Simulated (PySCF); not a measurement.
# Excitation energy of B by level of theory

B [He] 2s2 2p1 (2P) → B [He] 2s2 3s1 (2S), as a difference of total energies. All numbers are calculated (PySCF 2.14, the non-relativistic Hamiltonian (point nucleus), in aug-cc-pwCVTZ). Correlated levels: valence: 1s2 frozen. The calculations carry no spin-orbit coupling.

```
           method  excitation energy (eV)  error (eV)
              UHF                   5.039      +0.076
    MP2 (valence)                   5.109      +0.146
SCS-MP2 (valence)                   5.093      +0.130
   CCSD (valence)                   4.959      -0.004
CCSD(T) (valence)                   4.975      +0.012
  CCSDT (valence)                   4.978      +0.015
```

Reference: 4.963 eV (measured; NIST levels, between the centres of gravity of the two terms).

Errors of the correlated levels include the incompleteness of this basis and the frozen core.
